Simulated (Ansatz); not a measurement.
**Molecular dynamics of H20CO9**

Input file:

```yaml
accuracy: low
crystal:
  lattice:
    - [6.745997, 0.0, 0.0]
    - [0.0, 6.745997, 0.0]
    - [0.0, 0.0, 6.745997]
  atoms:
    - { symbol: O, position: [0.13267153, 0.44838495, 0.34206019] }
    - { symbol: H, position: [0.26669974, 0.52884798, 0.32450496] }
    - { symbol: H, position: [0.02943622, 0.4902229, 0.2567056] }
    - { symbol: O, position: [0.37584622, 0.68129842, 0.41579513] }
    - { symbol: H, position: [0.24974653, 0.77402061, 0.43677118] }
    - { symbol: H, position: [0.41914826, 0.61823956, 0.55602585] }
    - { symbol: O, position: [0.83934071, 0.60947001, 0.58845233] }
    - { symbol: H, position: [0.95065668, 0.5303835, 0.56079846] }
    - { symbol: H, position: [0.85303389, 0.73506352, 0.66216619] }
    - { symbol: O, position: [0.7850498, 0.86400464, -0.11920409] }
    - { symbol: H, position: [0.68385885, 0.75681848, -0.08331758] }
    - { symbol: H, position: [0.86118936, 0.88154417, 0.01426577] }
    - { symbol: O, position: [0.34826617, 0.200937, 0.58774755] }
    - { symbol: H, position: [0.4573103, 0.11091721, 0.5433553] }
    - { symbol: H, position: [0.29579693, 0.22492122, 0.45407279] }
    - { symbol: O, position: [0.60956136, -0.02930365, 0.39560696] }
    - { symbol: H, position: [0.58106285, 0.04105491, 0.25236988] }
    - { symbol: H, position: [0.52697, -0.15414243, 0.37897862] }
    - { symbol: O, position: [0.5161694, 0.52316065, 0.69819213] }
    - { symbol: H, position: [0.4635398, 0.38702357, 0.66868528] }
    - { symbol: H, position: [0.67154156, 0.53355756, 0.67025741] }
    - { symbol: O, position: [-0.06144322, 0.93231722, 0.22669978] }
    - { symbol: H, position: [-0.19600406, 0.96119373, 0.29150345] }
    - { symbol: H, position: [0.04672068, 1.03455573, 0.24997637] }
    - { symbol: C, position: [0.62874938, 0.36131028, 0.12600388] }
    - { symbol: O, position: [0.55983888, 0.17334123, 0.08385903] }
    - { symbol: H, position: [0.6030188, 0.38894173, 0.28987837] }
    - { symbol: H, position: [0.63666242, 0.08518198, -0.00935067] }
    - { symbol: H, position: [0.78980747, 0.36231487, 0.08891582] }
    - { symbol: H, position: [0.56554454, 0.48681299, 0.0353774] }
basis:
  ecutwfc: 420.0
kpoints:
  mp_grid: { grid: [1, 1, 1] }
hamiltonian:
  xc: lda
scf:
  occupations: { method: fermi_dirac, width: 0.05 }
  lower_state_search: "off"
  convergence: { dr2_threshold: 0.1 }
  max_iter: 100
md:
  timestep: 0.75
  n_steps: 200
  ensemble: nvt_langevin
  temperature: 400.0
  initial_velocities: maxwell_boltzmann
  seed: 456321
  friction: 0.02
  masses: [{ species: H, mass: 2.014 }]
```

Run as:

```bash
$ ansatz run input.yaml --threads 1 --pin off --max-ram 3072MiB --backend cpu --events-out ev --progress --plain --runs-dir out
```

It goes on from the last frame of an earlier run, with new velocities.

Output, in part (warnings, step lines):

```
WARN: F and its Harris–Foulkes estimate disagree by 1.18e-2 eV at the final density (on a DFT+U run the figure also counts the on-site term, by absolute value) — the energy may not be reliable. Consider tightening scf.convergence.
WARN: F and its Harris–Foulkes estimate disagree by 1.01e-2 eV at the final density (on a DFT+U run the figure also counts the on-site term, by absolute value) — the energy may not be reliable. Consider tightening scf.convergence.
WARN: F and its Harris–Foulkes estimate disagree by 2.29e-2 eV at the final density (on a DFT+U run the figure also counts the on-site term, by absolute value) — the energy may not be reliable. Consider tightening scf.convergence.
md step     0: t =     0.00 fs  T =   386.7 K  F+E_penalty+E_count = -5554.14760703 eV  E_kin = 1.499416 eV  (6 SCF iters)
md step     1: t =     0.75 fs  T =   373.7 K  F+E_penalty+E_count = -5554.08544643 eV  E_kin = 1.448984 eV  (2 SCF iters)
md step     2: t =     1.50 fs  T =   405.0 K  F+E_penalty+E_count = -5554.07105950 eV  E_kin = 1.570546 eV  (2 SCF iters)
md step     3: t =     2.25 fs  T =   391.0 K  F+E_penalty+E_count = -5554.12053935 eV  E_kin = 1.516181 eV  (2 SCF iters)
md step     4: t =     3.00 fs  T =   427.2 K  F+E_penalty+E_count = -5554.25565429 eV  E_kin = 1.656563 eV  (2 SCF iters)
md step     5: t =     3.75 fs  T =   477.4 K  F+E_penalty+E_count = -5554.43242717 eV  E_kin = 1.851280 eV  (2 SCF iters)
md step     6: t =     4.50 fs  T =   482.7 K  F+E_penalty+E_count = -5554.56675915 eV  E_kin = 1.871739 eV  (2 SCF iters)
md step     7: t =     5.25 fs  T =   502.8 K  F+E_penalty+E_count = -5554.60525420 eV  E_kin = 1.949686 eV  (2 SCF iters)
[... lines left out ...]
md step   200: t =   150.00 fs  T =   501.7 K  F+E_penalty+E_count = -5554.16102055 eV  E_kin = 1.945470 eV  (2 SCF iters)
```

The steps, from the saved trajectory:

```tsv
time (fs)	T (K)	potential energy less start (eV)
0.0	387	0.000
4.5	483	-0.419
9.0	467	-0.290
13.5	370	0.129
18.0	478	-0.384
22.5	450	-0.341
27.0	433	-0.218
31.5	444	-0.309
36.0	525	-0.636
40.5	410	-0.280
45.0	435	-0.499
49.5	480	-0.423
54.0	442	-0.206
58.5	402	-0.077
63.0	453	-0.329
67.5	483	-0.422
72.0	418	-0.195
76.5	462	-0.301
81.0	482	-0.326
85.5	406	-0.029
90.0	442	0.031
94.5	410	0.131
99.0	451	0.032
103.5	444	0.183
108.0	370	0.241
112.5	370	0.027
117.0	398	0.030
121.5	389	-0.046
126.0	393	-0.092
130.5	403	-0.010
135.0	394	-0.039
139.5	527	-0.267
144.0	432	0.025
148.5	475	0.026
```

All steps were run. A run of 0.15 ps of so small a system gives no equilibrium averages. The SCF threshold is loose, so the forces are noisy. Limits of this set-up: coarse k mesh, low accuracy level.

Mean squared displacements from the first frame to the last, about the centre of mass: O 0.26 Å², H 0.79 Å², C 0.11 Å².

Last frame:

```xyz
30
Lattice="6.7460 0.0000 0.0000 0.0000 6.7460 0.0000 0.0000 0.0000 6.7460" Properties=species:S:1:pos:R:3
O 0.892 3.103 2.235
H 1.555 3.835 2.541
H 1.016 3.150 1.286
O 2.244 5.057 3.143
H 1.451 5.755 2.956
H 2.419 4.498 4.071
O 5.553 3.956 3.883
H 6.227 3.586 3.208
H 5.988 4.461 4.590
O 5.381 5.457 -0.574
H 4.817 4.795 -0.065
H 5.970 5.778 0.150
O 2.514 1.194 3.367
H 3.306 0.665 3.042
H 2.109 1.637 2.606
O 4.271 -0.379 2.136
H 4.068 0.027 1.198
H 3.577 -1.002 2.393
O 3.191 3.282 4.662
H 2.756 2.553 4.161
H 4.139 3.484 4.227
O 0.065 5.927 1.903
H -0.890 5.825 2.033
H 0.353 6.854 1.997
C 3.948 2.392 0.653
O 4.218 1.179 0.035
H 4.907 2.847 0.851
H 4.349 1.220 -0.899
H 3.365 3.183 0.203
H 3.676 2.289 1.709
```

The run took 120 s on 1 thread of Arm Neoverse V1 (shared host), peak memory 0.33 GiB.
